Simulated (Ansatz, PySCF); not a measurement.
CH2ClNO3Si, singlet, at a GFN2-xTB geometry. Base run: PySCF with CASSCF(6,4)/STO-3G.

Here is a job for PySCF.
```python
from pyscf import gto, scf, mcscf
import numpy

mol = gto.M(
    atom='''
O     2.841302   -1.156145   -1.392788
C     1.807852   -0.723138   -1.121229
N     0.712868   -0.293962   -0.946058
Si   -0.536615    0.400806    0.022895
O    -1.883531    0.398858   -0.870507
O    -0.196759    1.925249    0.409742
Cl   -0.688985   -0.635201    1.720197
H    -2.262441   -0.404742   -1.216403
H    -0.437488    2.644752   -0.169279
''',
    basis='sto-3g',
    charge=0,
    spin=0,
    verbose=3,
)

mf = scf.RHF(mol)
mf.kernel()
mc = mcscf.CASSCF(mf, 4, 6)
mc.fix_spin_(ss=0.0)
mc.kernel()
occ = numpy.linalg.eigvalsh(mc.fcisolver.make_rdm1(mc.ci, mc.ncas, mc.nelecas))[::-1]
ss = mc.fcisolver.spin_square(mc.ci, mc.ncas, mc.nelecas)[0]
print('natural occupations', occ.round(4), ' <S^2>', round(ss, 4))
```

Programs used: Ansatz (a first-principles code), PySCF; a row that names a program was run with it.

Variants of this job, named by their change:

| change | ΔE vs base (kcal/mol) | natural occupations | <S^2> of the state | outcome |
|---|---|---|---|---|
| base | 0.000 | 2.00 1.99 1.96 0.05 | 0.00 | converged |
| fix_spin_ = off | 0.000 | 2.00 1.99 1.96 0.05 | 0.00 | converged |
| conv_tol = 1e-5 | 0.002 | 2.00 1.99 1.96 0.05 | 0.00 | converged |
| state_average = 2 states | 7.44 | - | - | converged |
| active space = 10 electrons, 9 orbitals | -39.12 | 2.00 1.99 1.98 1.95 1.95 0.05 0.05 0.02 0.01 | 0.00 | converged |
| code = ansatz; correction = SC-NEVPT2, all electrons | -169.5 | - | - | converged |
| active space = 4 electrons, 6 orbitals | -24.39 | 1.95 1.94 0.05 0.05 0.00 0.00 | 0.00 | converged |
| code = ansatz | 0.012 | - | - | converged |
| start = MP2 natural orbitals | 0.000 | 2.00 1.99 1.96 0.05 | 0.00 | converged |
| active space = 2 electrons, 3 orbitals | - | - | - | not converged |
| orbitals = fixed (CASCI) | 15.87 | 2.00 2.00 1.99 0.01 | 0.00 | converged |

Active orbitals are taken around the Fermi level unless the row says otherwise; CASSCF can end in different local minima, and two programs can end on different orbitals. State-averaged rows give the lowest state.
